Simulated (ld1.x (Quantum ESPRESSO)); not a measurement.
The numbers below are computed, except where a source is named.
# Potentials for nitrogen (N) compared

Generated with ld1.x 7.5 (TM, RRKJ, ultrasoft, PAW), atompaw 4.2 or ONCVPSP 4.0.1. The cutoff is in Ry: for ld1.x and atompaw files where the sum of valence levels is converged to 10 mRy in a Bessel basis, for ONCV files where the hardest occupied wave has 1 mHa per electron of residual kinetic energy. The error is the largest all-electron minus pseudo excitation energy over each file’s own four to seven test configurations (ionisations up to +4, promotions, holes and added fractions of an electron), all of which were solved. The labels leave out finer settings (local radius, basis sizes, second energies), which also bear on the numbers. Spin-polarised tests are not counted. The rows are a selection from randomly drawn settings: files with unsolved tests, undetermined cutoffs or missed reference levels are left out.

```csv
potential,cutoff (Ry),largest error (meV),bound ghosts
"PAW, PBE, non-relativistic, rc 1.10/2.10 (sp), local smoothed, core correction yes, reference 2s2 2p3",15,-36,none
"PAW, LDA (PZ), scalar-relativistic, rc 1.20/2.30/2.20 (spd), local smoothed, core correction yes, reference 2s2 2p3",15,-46,none
"TM, PBEsol, scalar-relativistic, rc 1.10/1.30/1.10 (spd), local smoothed, core correction yes, reference 2s2 2p2",70,+450,none
"RRKJ, PBE, scalar-relativistic, rc 0.80/1.25/1.15 (spd), local smoothed, core correction no, reference 2s2 2p3",70,+866,none
```

Question: Fill in the row for N: ultrasoft, PBE, scalar-relativistic, rc 0.80/1.85 (sp), local smoothed, core correction no, reference 2s2 2p2.

Answer: cutoff 50 Ry, largest error +821 meV, bound ghosts: none.

Question: Fill in the row for N: ultrasoft, PBE, scalar-relativistic, rc 0.95/1.10 (sp), local smoothed, core correction yes, reference 2s2 2p1.

Answer: cutoff 45 Ry, largest error +89 meV, bound ghosts: none.

Question: Fill in the row for N: PAW, LDA (PZ), non-relativistic, rc 0.95/1.80/2.10 (spd), local smoothed, core correction yes, reference 2s2 2p2.5.

Answer: cutoff 30 Ry, largest error -7.1 meV, bound ghosts: none.
